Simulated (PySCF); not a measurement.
Al(AsH2)2(F) (AlAs₂FH₄), SMILES [AsH2][Al]([F])[AsH2].

Geometry optimised at ωB97X-D3(BJ)/def2-SVP. The structure was generated by enumeration; whether it is a known compound was not checked.

Two levels are set side by side: PBE/def2-TZVP (PySCF) and PBE0/def2-TZVP (PySCF). Same geometry, gas phase. Differences are taken from unrounded values.

| quantity | PBE0 |
|---|---|
| orbital gap (eV) | 5.83 |
| highest occupied level (eV) | -7.07 |
| lowest empty level (eV) | -1.24 |
| dipole moment (D) | 1.36 |
| mean polarisability (bohr³) | 91.8 |

What does PBE give, and how far is it from PBE0? (An estimate is asked for; the answer gives what the named calculation found.)


```csv
quantity,PBE,PBE minus PBE0
orbital gap (eV),4.10,-1.73
highest occupied level (eV),-6.06,1.01
lowest empty level (eV),-1.96,-0.72
dipole moment (D),1.32,-0.03
mean polarisability (bohr³),94.7,3.0
```

Without exact exchange PBE keeps part of each electron's self-repulsion, which lifts occupied levels and narrows the gap. PBE's more diffuse valence density responds more strongly to a field. Differences between two approximate levels are no errors against the true value.

Rough cost on one machine, each run with all the roots and properties that it gave: PBE0 against PBE within a factor of 2.
